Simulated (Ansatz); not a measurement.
Computed with Ansatz.

Basis-set series for `C[SiH2][CH2][GaH2]`. The species carries charge 0 and has multiplicity 1. The geometry is a stationary point of PBE0-D4/def2-TZVP. It is one conformer, not always the lowest.

| atom | x (Å) | y (Å) | z (Å) |
| --- | --- | --- | --- |
| C1 | 0.919 | -0.457 | -2.020 |
| Si2 | 0.035 | 0.466 | -0.652 |
| C3 | -0.119 | -0.537 | 0.917 |
| Ga4 | -1.022 | 0.450 | 2.357 |
| H5 | 0.385 | -1.376 | -2.274 |
| H6 | 0.989 | 0.156 | -2.922 |
| H7 | 1.932 | -0.727 | -1.713 |
| H8 | -1.327 | 0.858 | -1.120 |
| H9 | 0.770 | 1.732 | -0.358 |
| H10 | 0.886 | -0.818 | 1.246 |
| H11 | -0.683 | -1.447 | 0.690 |
| H12 | -2.586 | 0.376 | 2.496 |
| H13 | -0.179 | 1.325 | 3.353 |

| functional | basis | functions | energy (Eh) | HOMO (eV) | LUMO (eV) |
| --- | --- | --- | --- | --- | --- |
| PBE0-D4 | def2-SVP | 123 | -2295.09986 | -7.82 | -1.42 |
| PBE0-D4 | def2-QZVPP | 543 | -2295.59743 | -7.82 | -1.48 |
| ωB97M-V | def2-SVP | 123 | -2295.37544 | -9.96 | 0.29 |
| ωB97M-V | def2-QZVPP | 543 | -2295.87795 | -9.98 | 0.05 |

(1) Give the rows for def2-TZVPP. (Best estimate.)

## Answers

(1) The calculation gave: 
```json
{"functional": "PBE0-D4", "basis": "def2-TZVPP", "functions": "278", "energy (Eh)": "-2295.53891", "HOMO (eV)": "-7.82", "LUMO (eV)": "-1.45"}
{"functional": "ωB97M-V", "basis": "def2-TZVPP", "functions": "278", "energy (Eh)": "-2295.82146", "HOMO (eV)": "-9.98", "LUMO (eV)": "0.21"}
```

Positive LUMOs are unbound and depend on the basis. Scalar relativity is left out up to krypton.
